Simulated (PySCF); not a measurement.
## Computed spin Hamiltonian

Species: C₄H₆FOSi₂ (doublet state).
Structure used (GFN2-xTB), in Å, numbered top down from 1:
```
atom  x, y, z in Å
F1    -1.637   -2.415   -0.646
C2    -1.573   -1.116   -0.321
C3    -2.653   -0.213   -0.299
C4    -2.101    0.974    0.080
O5    -0.778    0.850    0.282
C6    -0.425   -0.441    0.032
Si7    1.330   -0.955    0.339
Si8    2.874    0.725    0.250
H9    -3.677   -0.421   -0.528
H10   -2.534    1.943    0.234
H11    1.446   -2.286   -0.262
H12    3.424    1.071   -1.069
H13    2.286    1.948    0.801
H14    4.018    0.337    1.083
```

The hyperfine couplings belong to this conformer and change with its torsions.

Identity: `FC1=C([SiH][SiH3])OC=C1` [radical].

Computed with PySCF 2.14.0, UKS B3LYP, pcH-1 on C F H O Si, non-relativistic, mean-field spin-orbit, GIAO. The structure is a single GFN2-xTB conformer in the gas phase; no vibrational or solvent corrections. A GFN2-xTB geometry isn't a minimum of the functional, and hyperfine couplings can be far from their values at a DFT geometry, by a factor of two or more for some ions and for spin on atoms past the first row. The SCF solution wasn't tested for stability.

```
g1, g2, g3        : 2.00203, 2.00312, 2.00581
g_iso             : 2.00365
Form of g         : rhombic: the two nearest values differ by 29 % of g3 − g1
⟨S²⟩              : 0.7580 (exact 0.7500)
α and β electrons : 38, 37
Total energy      : -910.04259 Eh
Basis functions   : 280
```

Hyperfine couplings atom by atom, in G; T1 to T3 are the principal values of the dipolar part; ρ(0) is the spin density at the nucleus (MHz turned into gauss with g_iso; 10 G = 1 mT):

```csv
atom,isotope,a_iso,of which spin–orbit,T1,T2,T3,Mulliken spin population,ρ(0) (bohr⁻³)
F1,19F,7.2,0.0,-12.9,-9.3,22.2,0.01,0.0048
C2,13C,5.2,0.0,-4.5,-4.2,8.7,0.13,0.0130
C3,13C,-3.4,0.0,-2.0,1.0,1.1,-0.05,-0.0085
C4,13C,3.8,0.0,-3.8,-3.5,7.3,0.12,0.0096
O5,17O,-0.1,0.0,-0.9,0.3,0.6,0.00,0.0005
C6,13C,-3.4,0.0,-3.3,1.0,2.3,-0.10,-0.0086
Si7,29Si,-106.1,0.3,-55.5,27.5,28.0,0.88,0.3360
Si8,29Si,-8.8,0.0,-2.2,0.4,1.8,0.00,0.0277
H9,1H,0.8,0.0,-0.4,0.2,0.3,0.00,0.0005
H10,1H,-3.2,0.0,-1.8,-0.2,2.0,-0.01,-0.0020
H11,1H,-0.3,0.0,-3.2,0.6,2.6,-0.02,-0.0002
H12,1H,27.0,0.0,-0.8,-0.1,0.9,0.04,0.0169
H13,1H,-1.2,0.0,-0.8,-0.4,1.2,0.00,-0.0007
H14,1H,2.3,0.0,-0.9,-0.4,1.3,0.00,0.0015
```

Largest spin populations (Mulliken): Si7 (+0.88), C2 (+0.13), C4 (+0.12) and C6 (-0.10). Si7 is the only atom above +0.15. The positive populations add up to 1.18 and the negative ones to -0.18, together 2S = 1. The angles at Si7 add up to 347.2°, so it is slightly pyramidal.

Axes: g2 points within 11° of the Si7–Si8 bond and g3 points within 6° of the C2–C3 bond.

Under fast tumbling the dipolar parts average out, and these isotropic splittings remain: 3 × 1H (H12/H13/H14, I = 1/2, 4 lines) with 0.94 mT, 1 × 19F (F1, I = 1/2, 2 lines) with 0.72 mT, 1 × 1H (H10, I = 1/2, 2 lines) with 0.32 mT and 1 × 1H (H9, I = 1/2, 2 lines) with 0.08 mT.

Class means assume fast exchange of nuclei equivalent by connectivity; if that motion is slow, each nucleus keeps its own coupling. The three 1H nuclei of mean +26.3 MHz run from -3.2 to 75.6 MHz in the frozen geometry.

The 13C coupling of C2 (14.6 MHz) shows only in satellite lines or after enrichment, since that isotope makes up about 1.07 % of natural carbon.

The 29Si coupling of Si7 (-297.7 MHz) shows only in satellite lines or after enrichment, since that isotope makes up about 4.7 % of natural silicon.

Examples of negative spin density at the nucleus (bohr⁻³): C6 (-0.0086), C3 (-0.0085) and H10 (-0.0020).
